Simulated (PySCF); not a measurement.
Magnetic shielding above rings: a mixed set.

NICS is the negative of the GIAO shielding at a point without a nucleus: at the ring centre (0) and 1 Å above and below it (1); zz is the component along the ring normal. Level: GIAO PBE0/pcSseg-1 (PySCF, non-relativistic, gas phase) on the GFN2-xTB geometries, one conformer each. Atom numbers follow the mapped SMILES.

Problem. Order these rings by mean NICS(1)zz, lowest (most negative) first (ppm).
A. ring C6–C7–C8–C9–C10–N11 in `[CH3:1][C@@H:2]([F:3])[C@@H:4]([CH3:5])[c:6]1[cH:7][cH:8][cH:9][cH:10][n:11]1`
B. ring P4–C6–C7–C8–C10 in `[CH3:1][C:2]#[C:3][P@@:4]1(=[O:5])[CH2:6][CH2:7][C@H:8]([CH3:9])[CH2:10]1`
C. ring P3–C5–C6–C7–C10 in `[CH2:1]=[CH:2][P@:3]1(=[O:4])[CH2:5][CH:6]=[C:7]([CH2:8][CH3:9])[CH2:10]1`
D. ring C2–C3–P5 in `[CH3:1][C:2]1=[C:3]([CH3:4])[P:5]1(=[O:6])[CH:7]1[CH2:8][CH2:9][CH2:10]1`
E. ring P3–C4–C5 in `[CH3:1][SiH2:2][P:3]1[CH:4]=[C:5]1[CH3:6]`
F. ring C2–C3–C4–P5–C7–C8 in `[F:1][CH:2]1[CH2:3][CH2:4][P:5]([SiH3:6])[CH2:7][CH2:8]1`
G. ring C3–C4–P5–C9 in `[CH2:1]=[CH:2][C@@H:3]1[CH2:4][P@@:5](=[O:6])([CH:7]=[CH2:8])[C@@H:9]1[CH3:10]`

Solution. A (-28.1), E (-14.4), D (-11.5), B (-5.0), C (-1.7), G (0.7), F (2.1).

| SMILES | ring | NICS(0) | NICS(1) | NICS(1)zz | HOMA | rms pucker (Å) | ring atoms with four or more neighbours |
| --- | --- | --- | --- | --- | --- | --- | --- |
| C[C@@H](F)[C@@H](C)c1ccccn1 | 6-membered ring with N; formal bonds all aromatic | -7.1 | -11.0 | -28.1 | 0.99 | 0.00 | 0 |
| C[SiH2]P1C=C1C | 3-membered ring with P; formal bonds 1 double, 2 single | -26.7 | -6.7 | -14.4 | -1.59 | 0.00 | 0 |
| CC1=C(C)P1(=O)C1CCC1 | 3-membered ring with P; formal bonds 1 double, 2 single | -16.2 | -8.5 | -11.5 | – | 0.00 | 1 |
| CC#C[P@@]1(=O)CC[C@H](C)C1 | 5-membered ring with P; formal bonds all single | -5.6 | -4.1 | -5.0 | – | 0.20 | 5 |
| C=C[P@]1(=O)CC=C(CC)C1 | 5-membered ring with P; formal bonds 1 double, 4 single | -2.8 | -3.2 | -1.7 | – | 0.14 | 3 |
| C=C[C@@H]1C[P@@](=O)(C=C)[C@@H]1C | 4-membered ring with P; formal bonds all single | -3.3 | -1.8 | 0.7 | – | 0.11 | 4 |
| FC1CCP([SiH3])CC1 | 6-membered ring with P; formal bonds all single | -3.4 | -2.8 | 2.1 | – | 0.24 | 5 |

NICS(0) gives another order. The isotropic NICS(1) gives another order. HOMA uses Krygowski's 1993 parameters; it is left out where a ring has a four-coordinate atom, a triple bond, no multiple bond or a kind of bond without parameters. NICS(1) and NICS(1)zz are means over the two faces.
